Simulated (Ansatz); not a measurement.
Br₂Pb, singlet, at a GFN2-xTB geometry (such geometries of metal compounds can be far from the true shape) (core potentials on Pb). Base run: PBE/def2-SVP (Ansatz, an electronic-structure program).

Ansatz was given this input:
Ansatz 0.2 input:
```yaml
crystal:
  periodic: [false, false, false]
  atoms:
    - {symbol: Pb, position_ang: [0.00240630, 0.00054633, 0.75031546]}
    - {symbol: Br, position_ang: [1.12249584, -1.65311511, -0.88134668]}
    - {symbol: Br, position_ang: [-1.12813346, 1.65183512, -0.87653525]}
basis:
  gaussian:
    orbitals: def2-SVP
hamiltonian:
  xc: pbe
```

Each row names what was changed in the base input (with any setting that the change needs).

| change | ΔE vs base (mEh) |
|---|---|
| base | 0.000 |
| fitting.mean_field = def2-universal-JKFIT | -0.050 |
| lower_state_search = off | 0.000 |
| lower_state_search = full | 0.000 |
| final_grid = 4, 8, 17 | 0.180 |
| point_charge = charge:0.5 position_ang:3.5223, 3.6423, -0.5359 | 0.665 |
| final_grid = 10, 20, 41 | -0.001 |
| point_charge = charge:1.0 position_ang:-2.3706, -1.349, -4.6123 | -11.172 |
| final_grid = 14, 28, 59 | -0.001 |
| point_charge = charge:-1.0 position_ang:-3.0011, -0.6644, 3.6991 | -21.532 |
| forces = on | 0.000 |
